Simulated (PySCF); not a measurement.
## Distorted geometries of [BiF6]−

[BiF6]− (singlet). PySCF 2.14.0, RKS TPSS, Bi def2-SVP with ECP60, F def2-SVP; non-relativistic Hamiltonian with scalar-relativistic core potentials where named; density fitting; no spin-orbit coupling. Relaxed geometry:

```xyz
7

Bi    0.0062    0.0000    0.0000
F     1.4588   -0.8411    1.1873
F     0.0113    1.6744    1.1939
F    -1.4514   -0.8235    1.1932
F     1.4660    0.8284   -1.1873
F    -1.4442    0.8360   -1.1932
F    -0.0031   -1.6744   -1.1939
```

Question: Order these distorted geometries by energy above the relaxed one, lowest first.
A.
```xyz
7

Bi    0.0239    0.0409   -0.0742
F     1.5496   -0.7897    1.1777
F     0.1932    1.6244    1.1300
F    -1.6405   -0.7405    1.0613
F     1.4554    0.7194   -1.1872
F    -1.4415    0.9775   -1.1194
F    -0.0966   -1.8320   -0.9881
```
B.
```xyz
7

Bi    0.0345    0.0062    0.1291
F     1.3855   -0.8192    1.2468
F    -0.0092    1.6691    1.1112
F    -1.5062   -0.7041    1.2111
F     1.5023    0.7904   -1.1214
F    -1.3449    0.8319   -1.2847
F    -0.0183   -1.7746   -1.2921
```
C.
```xyz
7

Bi   -0.0088   -0.0009   -0.0486
F     1.4925   -0.9496    1.1355
F    -0.0078    1.8335    1.2348
F    -1.4850   -0.8733    1.2013
F     1.5382    0.8309   -1.1255
F    -1.4515    0.8463   -1.1739
F    -0.0340   -1.6871   -1.2236
```

Answer: C (0.34 eV), A (0.47 eV), B (0.78 eV).

Question: Which forces (eV/Å) act in the one that lies 0.34 eV up?

Answer: 
```
Bi   0.83  0.20  2.89
F   -0.80  0.56 -0.54
F    0.01 -1.73 -1.14
F    0.67  0.48 -0.58
F   -0.20  0.01 -0.06
F   -0.47  0.32 -0.49
F   -0.04  0.16 -0.08
```
Forces carry noise of the integration grid, about 0.01 to 0.03 eV/Å.

No frequency check is given that shows the relaxed geometry to be a minimum.
